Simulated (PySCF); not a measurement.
NMR data simulated for an unnamed compound:

1H NMR (500 MHz, computed): δ 5.91 (m, 1H), 5.84 (m, 1H), 5.84 (m, 1H), 3.89 (d, 3H), 2.75 (m, 1H), 1.91 (m, 1H), 1.50 (m, 1H).

13C{1H} NMR (computed): δ 169.7 (C), 133.7 (CH2), 26.0 (CH), 23.1 (CH2).

PySCF 2.14 calculation with GFN2-xTB structure and GIAO PBE0/pcSseg-1 shieldings; equivalent nuclei averaged, one conformer, non-relativistic, isolated molecule.

Scale: TMS for 1H (σref 31.72), 13C (σref 186.93) (reference shieldings calculated alike).

Task: Which of these does the molecule contain: an N-methyl group, an aldehyde, a Si–H bond, a non-aromatic C=C double bond, an NH or NH2 group?

Result: 
- An N-methyl group: no.
- An aldehyde: no.
- A Si–H bond: yes (δH 3.89 (d)).
- A non-aromatic C=C double bond: yes.
- An NH or NH2 group: no.

The data belong to `C=C1[C@@H]([SiH3])C[Si@H]1F`, C₄H₉FSi₂; they needn't prove each group on their own.

Carbon signals by region: 1 in the far downfield region (above 160 ppm), 1 in the sp2 and nitrile region (100–160 ppm), 2 below 50 ppm. Above 160 ppm: 169.7, fully substituted alkene carbon.

Splittings by 19F in the carbon and heteronuclear signals aren't shown, as no couplings were computed. Shifts are as computed. Against solution values, carbons near 30 ppm lie about +3 ppm off and those near 130 ppm about +5 ppm. Of 1211 compounds with measured shifts, 218 miss one by over three times the rms of a fit or turn the order of signals round; such compounds aren't used in these exercises. No couplings were computed; multiplicities are counted from neighbouring protons, with m where these are inequivalent, close in shift, in a saturated or five-membered ring or joined by F or P, and br s for small geminal =CH2 splittings.
